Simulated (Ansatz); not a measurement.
C₃H₆BClO (`CC1(Cl)CBO1`). Total charge 0; spin multiplicity 1.

```json
{"atom": "C1", "x (Å)": "1.3807", "y (Å)": "-0.3284", "z (Å)": "-0.5737"}
{"atom": "C2", "x (Å)": "0.2516", "y (Å)": "0.4598", "z (Å)": "0.0254"}
{"atom": "Cl3", "x (Å)": "0.8941", "y (Å)": "1.9617", "z (Å)": "0.7560"}
{"atom": "C4", "x (Å)": "-0.7586", "y (Å)": "-0.2799", "z (Å)": "0.9154"}
{"atom": "B5", "x (Å)": "-1.7007", "y (Å)": "0.1165", "z (Å)": "-0.2829"}
{"atom": "O6", "x (Å)": "-0.7350", "y (Å)": "0.8007", "z (Å)": "-0.9712"}
{"atom": "H7", "x (Å)": "1.8800", "y (Å)": "0.2575", "z (Å)": "-1.3457"}
{"atom": "H8", "x (Å)": "0.9871", "y (Å)": "-1.2438", "z (Å)": "-1.0216"}
{"atom": "H9", "x (Å)": "2.1037", "y (Å)": "-0.5910", "z (Å)": "0.1987"}
{"atom": "H10", "x (Å)": "-0.9519", "y (Å)": "0.2096", "z (Å)": "1.8687"}
{"atom": "H11", "x (Å)": "-0.5286", "y (Å)": "-1.3319", "z (Å)": "1.0878"}
{"atom": "H12", "x (Å)": "-2.8222", "y (Å)": "-0.0309", "z (Å)": "-0.6569"}
```

What are the harmonic wavenumbers in cm⁻¹ at PBE0-D4/def2-TZVP (Ansatz, finite differences of forces, unscaled)? (An estimate is asked.)

Computed: 153, 261, 303, 315, 395, 415, 541, 626, 795, 822, 891, 914, 948, 1028, 1067, 1093, 1167, 1192, 1252, 1321, 1407, 1426, 1472, 1477, 2677, 3063, 3106, 3145, 3162, 3164.

Is this a minimum?

Yes, all 30 modes are real.

Give the ideal-gas thermochemistry at 298.15 K and 1 bar (rigid rotor, harmonic oscillator; point group C1, symmetry number 1).

Zero-point energy 236.8 kJ/mol; H(298) − E = 255.6 kJ/mol; entropy 325.9 J/(mol·K), of which translation 166.8, rotation 112.7, vibration 46.5; G(298) − E = 158.4 kJ/mol.

And at 400, 500, 600, 800 and 1000 K?


| T (K) | H − E (kJ/mol) | S (J/mol/K) | G − E (kJ/mol) |
| --- | --- | --- | --- |
| 400 | 267.5 | 360.2 | 123.4 |
| 500 | 281.7 | 391.9 | 85.8 |
| 600 | 298.0 | 421.4 | 45.1 |
| 800 | 335.0 | 474.5 | -44.6 |
| 1000 | 376.6 | 520.8 | -144.2 |

Rotational constants (cm⁻¹)?

0.1499, 0.0859, 0.07433.
